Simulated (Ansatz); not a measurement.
Coupled-cluster diagnostics for Ge₂H₄, Ansatz.

Geometry of the singlet (r2SCAN-D4/def2-TZVP):

```
atom    x (Å)    y (Å)    z (Å)
 Ge1  -0.9493  -0.1564  -1.1229
 Ge2   0.0899   0.6589   1.3204
  H3   0.3935  -0.9381  -1.4251
  H4   1.4275  -0.1266   1.0064
  H5  -0.0776   1.1526  -0.3517
  H6  -0.8841  -0.5903   0.5728
```

Correlated methods freeze 18 core orbitals; core or outer-core shells of Ge are correlated, in sets that lack core-valence functions. Another isomer (singlet) lies 0.38 eV lower at PBE0-D4/def2-TZVP; other spin states weren't run for this one.

Problem. Estimate the CCSD(T) correlation energy, the shares of MP2 and (T), T1 and the reference's ⟨S²⟩ for: charge 0, singlet, own geometry in def2-TZVPP; and the rough time on 4 threads of Arm Neoverse V1 on a shared host.

Solution. 
```csv
state,basis,correlation (eV),MP2 share (%),(T) share (%),T1,⟨S²⟩ (pure),wall time
"charge 0, singlet, own geometry",def2-TZVPP,-15.027,92.0,3.8,0.014,0.00 (0.00),21 s
```
Customary marks for T1 are 0.02 (closed shells), 0.045 (open shells) and about 0.05 (3d metals). T1 stays under 0.02 throughout.
